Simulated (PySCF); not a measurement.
SZn, SMILES [S]=[Zn]. Heavy atoms are numbered as in [Zn:1]=[S:2].

The structure is a stationary point at PBE0-D3(BJ)/def2-TZVP.

All values below come from CAM-B3LYP/def2-TZVPD (PySCF).

Mulliken values depend strongly on the basis, most of all with diffuse functions as here. Atomic charges (e), one atom of each kind:

```csv
atom,meta-Löwdin,Mulliken
Zn1,0.89,0.24
S2,-0.89,-0.24
```
